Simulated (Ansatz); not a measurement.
Worked example: C2H3Cl3 + C2H9FSi2 → C2H3Cl2F + C2H9ClSi2

Species: C2H3Cl3 (1,1,1-trichloroethane) `CC(Cl)(Cl)Cl`, singlet; C2H9FSi2 `C[SiH2]C[SiH2]F`, singlet; C2H3Cl2F (1,1-dichloro-1-fluoroethane) `CC(F)(Cl)Cl`, singlet; C2H9ClSi2 `C[SiH2]C[SiH2]Cl`, singlet. The partners trade Cl for F: C–Cl and Si–F bonds give way to C–F and Si–Cl.

Shapes, held fixed at every level: PBE0-D4/def2-TZVP. Flexible molecules stand in one conformer, not always the lowest. Programs: Ansatz 0.2.0. Electronic energies: no zero-point or thermal term.

At CCSD(T)/CBS estimate; 1 Eh = 2625.50 kJ/mol:

| species | energy (Eh) |
| --- | --- |
| C2H3Cl3 | -1457.238799 |
| C2H9FSi2 | -759.562480 |
| C2H3Cl2F | -1097.254755 |
| C2H9ClSi2 | -1119.534998 |

Q: Work out ΔE of the reaction at this level.

A: 
1. Products less reactants: (-1097.254755) + (-1119.534998) − [(-1457.238799) + (-759.562480)] = 0.011526 Eh = +30.3 kJ/mol.

Other levels give +11.1 (HF/def2-TZVPP) to +34.6 kJ/mol (MP2/def2-TZVPP). No measured value is set beside it here. The CBS estimate extrapolates MP2 from def2-TZVPP and def2-QZVPP and adds CCSD(T) − MP2 in the triple-zeta set, cores frozen.
